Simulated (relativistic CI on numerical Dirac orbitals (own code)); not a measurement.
# Cr⁸⁺: sensitivity of the levels to the model

Base calculation: Dirac-Coulomb-Breit CI, KLI orbitals optimised for each configuration, a model potential for QED, unscaled Slater integrals.

Configuration list (outside the closed core [Ne]): 3s²3p⁴, 3s3p⁵, 3p⁶, 3s²3p³3d, 3s3p⁴3d, 3p⁵3d, 3s3p³3d², 3s²3p³4s, 3s²3p³4p, 3s²3p²3d4p, 3p⁵4s, 3s²3p³4d, 3p⁵4p, 3s3p⁴4s, 3s3p³3d4s, 3s²3p³4f, 3s3p⁴4p, 3s²3p³5s, 3s²3p³5p, 3s3p⁴4d, 3s²3p²4s4p, 3s²3p³5d, 3p⁴3d4p, 3s²3p³5f, 3s²3p³5g, 3s3p⁴4f, 3s²3p³6s, 3s²3p³6p, 3s3p³4s², 3s²3p²3d², 3s²3p3d³, 3s3p²3d³, 3s²3p3d²4s, 3s²3p3d²4p, 3s²3p3d²4d, 3p⁴3d², 3p³3d³, 3p³3d²4s, 3p³3d²4p, 3p³3d²4d, 3s²3p²3d4s, 3s3p²3d²4s, 3s²3p3d4s², 3s²3p3d4s4p, 3s²3p3d4s4d, 3s²3p²4s², 3s3p²3d4s², 3s²3p4s²4p, 3s²3p4s²4d, 3p⁴3d4s, 3p³3d4s², 3p³3d4s4p, 3p³3d4s4d, 3s²3p²4p², 3s²3p3d4p², 3s3p²3d4p², 3s²3p4s4p², 3s²3p4p³, 3s²3p4p²4d. Double excitations out of closed p, d and f shells are left out; levels of such configurations are missing from the list, as are those of other unlisted configurations, and high levels can miss mixing partners. These lack a partner that the ground configuration has and come out too high: 3s²3p³4f, 3s3p⁴4p, 3s²3p³5s, 3s²3p³5p, 3s3p⁴4d.

The lowest level and the first level of each name with at least 55 % of one term (blank where a level has no safe partner in the second run):

| Level | Base (cm⁻¹) | Shift (cm⁻¹) |
| --- | --- | --- |
| 3s²3p⁴ ³P2 | 0 | 0 |
| 3s²3p⁴ ³P1 | 7725 | +209 |
| 3s²3p⁴ ³P0 | 9548 | +214 |
| 3s²3p⁴ ¹D2 | 31965 | +199 |
| 3s²3p⁴ ¹S0 | 69654 | +209 |
| 3s3p⁵ ³P°2 | 237713 | +80 |
| 3s3p⁵ ³P°1 | 243944 | +240 |
| 3s3p⁵ ³P°0 | 247585 | +314 |
| 3s²3p³3d ⁵D°0 | 328014 | +464 |
| 3s²3p³3d ⁵D°1 | 328108 | +493 |
| 3s²3p³3d ⁵D°2 | 328255 | +543 |
| 3s²3p³3d ⁵D°3 | 328475 | +609 |
| 3s²3p³3d ⁵D°4 | 328932 | +693 |
| 3s²3p³3d ³D°2 | 353551 | +537 |
| 3s²3p³3d ³D°3 | 354360 | +639 |
| 3s²3p³3d ³D°1 | 355401 | +623 |
| 3s²3p³3d ³F°2 | 362178 | +491 |
| 3s²3p³3d ¹S°0 | 363554 | +605 |
| 3s²3p³3d ³F°3 | 364440 | +637 |
| 3s²3p³3d ³F°4 | 367320 | +802 |
| 3s²3p³3d ³G°3 | 387401 | +526 |
| 3s²3p³3d ³G°4 | 388185 | +645 |

At this charge configurations can still be misplaced by up to about 7 % of their energy.

(1) One thing was changed in a second run, which moved the levels as shown. Which?
A. Breit term removed
B. configuration mixing switched off
C. valence Slater integrals scaled by 0.9
D. non-relativistic limit
E. QED terms removed

Results:

(1) A. Breit term removed. The Breit term mainly narrows fine-structure intervals, so removing it widens them.

LS names give the leading component of a level, which can be under half, so a name can repeat, a term be missing and a line seem to break the LS rules.
